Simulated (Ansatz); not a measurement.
Ge9NH16, a doped cluster cut from the lattice of germanium (N on a surface site). Charge 0, multiplicity 2. Geometry r2SCAN-D4/def2-SVP; atoms count from 1.

```xyz
26

Ge    0.8555    2.9278    0.6685
Ge   -1.6638    0.2297    2.2053
Ge   -1.8280    1.0988   -1.6771
Ge    1.8557   -0.3863   -1.8266
Ge   -1.0635   -2.5970   -0.4926
Ge    1.9955   -1.0802    1.3979
Ge   -1.3705    1.9766    0.5419
N     2.1118    0.0919   -0.0451
Ge   -0.3304   -1.7191    1.6489
Ge   -0.4997   -0.8839   -2.1181
H     0.8233    4.3173    1.3604
H     1.4824    3.1097   -0.7324
H    -1.2545    0.7580    3.5952
H    -3.1500   -0.1794    2.2763
H    -1.5244    2.1767   -2.7362
H    -3.3233    0.7333   -1.7907
H     2.3151    0.8305   -2.6509
H     2.7266   -1.6081   -2.2138
H    -2.5760   -2.8939   -0.4907
H    -0.3150   -3.9052   -0.8184
H     2.5306   -0.2966    2.6109
H     2.8863   -2.3288    1.1784
H    -2.4072    3.0832    0.8553
H     2.9095    0.7213    0.0578
H    -0.4451   -2.7912    2.7544
H    -0.7407   -1.3853   -3.5587
```

Single mean-field runs in def2-TZVP are fitted with def2-universal-jkfit.

**Question.** Estimate the Mulliken populations from the PBE0/def2-TZVP orbitals of Ansatz.

**Answer.** 
| atom | charge (e) | spin (α − β) |
| --- | --- | --- |
| Ge1 | -0.05 | 0.90 |
| Ge2 | 0.02 | 0.00 |
| Ge3 | 0.02 | 0.01 |
| Ge4 | 0.20 | 0.00 |
| Ge5 | 0.01 | 0.00 |
| Ge6 | 0.20 | 0.00 |
| Ge7 | -0.13 | 0.01 |
| N8 | -0.59 | 0.01 |
| Ge9 | -0.14 | 0.00 |
| Ge10 | -0.14 | 0.00 |
| H11 | 0.02 | 0.03 |
| H12 | 0.02 | 0.01 |
| H13 | 0.02 | 0.00 |
| H14 | 0.02 | 0.00 |
| H15 | 0.03 | 0.00 |
| H16 | 0.02 | 0.01 |
| H17 | 0.02 | 0.00 |
| H18 | 0.01 | 0.00 |
| H19 | 0.03 | 0.00 |
| H20 | 0.03 | 0.00 |
| H21 | 0.02 | 0.00 |
| H22 | 0.01 | 0.00 |
| H23 | 0.04 | 0.02 |
| H24 | 0.25 | 0.00 |
| H25 | 0.03 | 0.00 |
| H26 | 0.03 | 0.00 |
Mulliken values depend strongly on the basis.

**Question.** Where does the spin sit?

**Answer.** Summed by element: Ge 0.92, N 0.01, H 0.07, of 1 unpaired in all. Largest on single atoms: Ge1 0.90, H11 0.03, H23 0.02.

**Question.** And the Mayer bond orders between heavy atoms (over 0.3)?

**Answer.** Ge1–Ge7 0.91 (2.42 Å); Ge2–Ge7 0.85 (2.43 Å); Ge2–Ge9 0.87 (2.43 Å); Ge3–Ge7 0.85 (2.43 Å); Ge3–Ge10 0.87 (2.43 Å); Ge4–N8 0.93 (1.86 Å); Ge4–Ge10 0.88 (2.42 Å); Ge5–Ge9 0.87 (2.43 Å); Ge5–Ge10 0.87 (2.43 Å); Ge6–N8 0.93 (1.86 Å); Ge6–Ge9 0.88 (2.43 Å).
